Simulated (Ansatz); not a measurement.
This geometry of FGeH4NS2 (9 atoms, charge 0, multiplicity 1) is a first-order saddle point.

Level of theory: RKS PBE-D4/def2-SVP (Ansatz).

```xyz
9
Properties=species:S:1:pos:R:3
N 0.237 0.795 -1.627
Ge 0.274 -0.021 0.006
F 1.967 0.078 0.482
S -0.283 -2.156 -0.289
S -0.955 1.011 1.574
H 0.974 1.503 -1.718
H -0.667 1.210 -1.877
H -0.454 -2.387 1.044
H -1.004 -0.080 2.389
```

Task: Which two structures does it join? (They come from a converged band through this point; their orientation in space is the band's.)

Result: No bond is made or broken. The dihedral S4–Ge2–S5–H9 goes from 120 to -58°.

Image 0:

```xyz
9
Properties=species:S:1:pos:R:3
N 0.584 0.853 -1.438
Ge 0.190 -0.161 0.031
F 1.728 -0.319 0.877
S -0.577 -2.091 -0.756
S -1.151 0.629 1.658
H 0.944 1.787 -1.210
H -0.207 0.948 -2.085
H -1.314 -2.295 0.371
H -0.108 0.602 2.536
```

Image 8:

```xyz
9
Properties=species:S:1:pos:R:3
N 0.708 0.863 -1.306
Ge 0.417 -0.185 0.165
F 2.018 -0.441 0.837
S -0.511 -2.049 -0.616
S -0.678 0.599 1.965
H 1.173 1.752 -1.088
H -0.143 1.054 -1.848
H -1.048 -2.339 0.603
H -1.847 0.700 1.270
```

Task: How far does it lie above each of them?

Result: 0.066 eV above the first and 0.044 eV above the second. This is the barrier of this one path; another mechanism may lie lower.

Time of the run: 2.8 min on 2 threads of Intel(R) Xeon(R) Platinum 8223CL CPU @ 3.00GHz (Skylake/Cascade Lake), on a shared host, peak memory 0.21 GiB.
